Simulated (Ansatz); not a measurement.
Cl6W, charge +1, doublet, geometry from GFN2-xTB (such geometries of metal compounds can be far from the true shape) (the multiplicity is a formal guess) (core potentials on W).

The Ansatz (a quantum-chemistry and plane-wave program) input:
Ansatz 0.2 input:
```yaml
crystal:
  periodic: [false, false, false]
  atoms:
    - {symbol: W, position_ang: [-0.09587042, -0.05254295, 0.20143651]}
    - {symbol: Cl, position_ang: [1.91016523, 0.84070503, -1.06707541]}
    - {symbol: Cl, position_ang: [0.86905186, 0.19837681, 2.14553329]}
    - {symbol: Cl, position_ang: [-0.29585744, 0.04403604, -2.32480006]}
    - {symbol: Cl, position_ang: [-2.10446551, -0.87546033, 0.45023518]}
    - {symbol: Cl, position_ang: [-0.80141856, 2.05683636, 0.10282837]}
    - {symbol: Cl, position_ang: [0.83984273, -2.03577753, -0.18356266]}
basis:
  gaussian:
    orbitals: def2-SVPD
hamiltonian:
  xc: b3lyp
total_charge: 1
magnetization: {spin_polarized: true, initial_magnetization: 1}
```

Task: Predict the <S^2> from B3LYP/def2-SVPD in Ansatz.

Result: 0.758

Task: Predict the total energy from B3LYP/def2-SVPD.

Result: -2827.4027 Eh

Task: Give the number of basis functions at the level B3LYP/def2-SVPD.

Result: 197
